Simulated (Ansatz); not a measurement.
Isolated molecules relaxed with PBE0-D4/def2-TZVP in Ansatz; ΔE leaves out vibrations. CBS: MP2 limit from def2 TZ/QZ plus the TZ coupled-cluster correction, frozen cores. This one scheme is used for every species. Double bonds are as drawn, so ΔE can hold a change between cis and trans. Functionals use def2-TZVPP. Each species was taken in one conformer, which may not be the lowest.

Consider the substitution at a C–Al bond: `B[CH2][AlH][OH]` + `C/N=C/O` → `BCO/C=N/C` + `[OH][AlH2]`.

```json
{"level": "PBE-D4", "ΔE (eV)": "1.37"}
{"level": "ωB97M-V", "ΔE (eV)": "1.33"}
```

(1) What does CCSD(T)/CBS give? (Estimate.)

Largest T1 diagnostic among the species: 0.013.

Answers

(1) Computed: +1.36 eV. The listed levels differ from it by 0.01, -0.03 eV.

In def2-TZVPP, CCSD(T) changes the Hartree–Fock value by +0.22 eV (the triples alone add +0.02 eV) and MP2 by +0.29 eV.
